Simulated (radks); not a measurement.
Task: These are the eigenvalues of the occupied orbitals of an atom or ion with whole-number occupations (hartree). All-electron calculation, Dirac Kohn-Sham, BLYP, spin-unpolarised, spherical densities, point nucleus. Program: a radial shooting solver on a logarithmic mesh with Libxc functionals.

1s1/2: -1423.456
2s1/2: -226.7595
2p1/2: -213.8896
2p3/2: -198.6983
3s1/2: -48.68802
3p1/2: -43.26189
3p3/2: -40.30093
3d3/2: -30.79528
3d5/2: -30.16142
4s1/2: -10.05368
4p1/2: -8.06125
4p3/2: -7.43505
4d3/2: -4.17387
4d5/2: -4.06605
5s1/2: -1.83307
5p1/2: -1.29997
5p3/2: -1.21015
5d3/2: -0.52835
4f5/2: -0.51377

Which element is it, and in what charge state? The configuration may be excited. Open shells, if any, fill j = l - 1/2 first.

Result: Z = 57, lanthanum, charge +2: La2+ in [Kr] 4d10 5s2 5p5 5d1 4f1. The list shows which subshells hold electrons but not how many an open one holds; the 1s level, -1423.5 hartree, gives Z - s = 53.4 by -(Z - s)^2/2, which with screening and relativity narrows Z to a few neighbours, and the depths of the outer levels then fix element, charge and occupations together.
